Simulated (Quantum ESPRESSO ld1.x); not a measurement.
The numbers below are computed, except where a source is named.
Task: These are the eigenvalues of the occupied orbitals of an atom or ion with whole-number occupations (eV). Code: ld1.x of Quantum ESPRESSO 7.5. Model: scalar-relativistic Kohn-Sham, LDA (Slater exchange, VWN5 correlation), spin-polarised, spherical densities, point nucleus.

1s up: -71201.4
1s down: -71200.4
2s up: -13743.9
2s down: -13743.2
2p up: -12245.8
2p down: -12244.9
3s up: -4452.55
3s down: -4451.58
3p up: -4007.69
3p down: -4006.63
3d up: -3509.20
3d down: -3508.22
4s up: -2056.12
4s down: -2052.59
4p up: -1890.19
4p down: -1886.69

Which element is it, and in what charge state? The configuration may be excited. Open shells, if any, are filled with parallel spins first.

Result: Z = 74, tungsten, charge +39: W39+ in [Ar] 3d10 4s2 4p5. The list shows which subshells hold electrons but not how many an open one holds; the 1s level, -2616.6 hartree, gives Z - s = 72.3 by -(Z - s)^2/2, which with screening and relativity narrows Z to a few neighbours, and the depths of the outer levels then fix element, charge and occupations together.
